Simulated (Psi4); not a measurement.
Torsional profile of C2H4ClF, SMILES FCCCl. Scanned: dihedral F1–C2–C3–Cl4; all other coordinates were relaxed at GFN2-xTB. Points at φ and −φ are mirror images.

Geometry of the scan point at -120° (Å):
```
8

F      1.6254    -0.7611    -0.3030
C      0.7230     0.2549    -0.1185
C     -0.6772    -0.3216     0.0806
Cl    -1.8098     0.2546    -1.1715
H      0.7775     0.8888    -1.0085
H      1.0610     0.8140     0.7591
H     -0.6352    -1.4082    -0.0008
H     -1.1010    -0.0387     1.0423
```

Level of theory: DF-MP2 (frozen core)/cc-pVTZ // GFN2-xTB (Psi4).

Scanned values (°): -165, -150, -135, -120, -105, -90, -75, -60, -45, -30, -15, 0, 15, 30, 45, 60, 75, 90, 105, 120, 135, 150, 165, 180.

Question: Describe the profile: where are the wells and the tops?

Answer: Lower than their neighbours: -60° (3.3 kJ/mol), 60° (3.3 kJ/mol), 180° (0.0 kJ/mol). Higher than their neighbours: -120° (16.7 kJ/mol), 0° (32.7 kJ/mol), 120° (16.7 kJ/mol). The whole profile spans 32.7 kJ/mol.
